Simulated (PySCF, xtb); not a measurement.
WOCl3, SMILES [O]=[W]([Cl])([Cl])[Cl] (connectivity only; charge and spin as stated), neutral, multiplicity 2.

Harmonic wavenumbers (cm⁻¹) from xtb 6.7.1 with GFN2-xTB at its own minimum, in rising order: 72, 82, 108, 125, 168, 317, 331, 360, 882.

What does PBE0-D3(BJ)/def2-SVP run with PySCF give at its own minimum? (An estimate is asked for; the answer gives what the named calculation found.)

51, 89, 123, 125, 222, 402, 403, 419, 1065. Paired by order, the mean absolute difference is 55 cm⁻¹ and the zero-point energies are 3.5 and 4.1 kcal/mol.
